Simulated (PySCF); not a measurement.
System: H3 (cation, charge +1), singlet: map of symmetric stretch and bend. Scanned: H-H bond length and H-H-H angle.

Level of theory: restricted MP2 (frozen core)/6-31G*, spherical d run with PySCF 2.14.0.

Energy in mEh above the lowest grid point; x is the H-H bond length (Å), y the H-H-H angle (°).

| y \ x | 0.74 | 0.77 | 0.84 | 0.87 | 0.91 | 0.96 | 1.01 | 1.04 | 1.09 | 1.13 | 1.17 |
|---|---|---|---|---|---|---|---|---|---|---|---|
| 180 | 52.7 | 49.8 | 49.6 | 51.6 | 55.8 | 62.7 | 71.0 | 76.5 | 86.2 | 94.3 | 102.6 |
| 171.32 | 52.5 | 49.7 | 49.5 | 51.6 | 55.7 | 62.6 | 71.0 | 76.4 | 86.1 | 94.2 | 102.5 |
| 161.34 | 52.0 | 49.2 | 49.1 | 51.2 | 55.3 | 62.3 | 70.6 | 76.1 | 85.8 | 93.9 | 102.1 |
| 151.82 | 50.9 | 48.2 | 48.2 | 50.4 | 54.6 | 61.6 | 69.9 | 75.4 | 85.1 | 93.2 | 101.4 |
| 139.96 | 48.2 | 45.7 | 46.1 | 48.4 | 52.7 | 59.9 | 68.3 | 73.8 | 83.6 | 91.7 | 100.0 |
| 132.27 | 45.6 | 43.2 | 44.0 | 46.3 | 50.8 | 58.1 | 66.7 | 72.3 | 82.1 | 90.2 | 98.5 |
| 119.79 | 39.7 | 37.5 | 38.8 | 41.4 | 46.2 | 53.9 | 62.7 | 68.4 | 78.4 | 86.7 | 95.1 |
| 110.12 | 33.7 | 31.6 | 33.3 | 36.1 | 41.2 | 49.1 | 58.3 | 64.1 | 74.4 | 82.8 | 91.3 |
| 98.68 | 25.3 | 23.1 | 25.0 | 28.0 | 33.4 | 41.7 | 51.2 | 57.3 | 67.8 | 76.4 | 85.1 |
| 92.10 | 20.1 | 17.7 | 19.4 | 22.5 | 27.9 | 36.4 | 46.1 | 52.3 | 63.0 | 71.8 | 80.6 |
| 82.33 | 12.7 | 9.7 | 10.5 | 13.3 | 18.7 | 27.3 | 37.2 | 43.5 | 54.5 | 63.4 | 72.4 |
| 70 | 7.1 | 2.2 | 0.0 | 2.0 | 6.5 | 14.4 | 23.9 | 30.2 | 41.1 | 50.1 | 59.2 |

Points that lie below all their neighbours on the grid: x = 0.84, y = 70 on the edge of the grid (0.0 mEh).
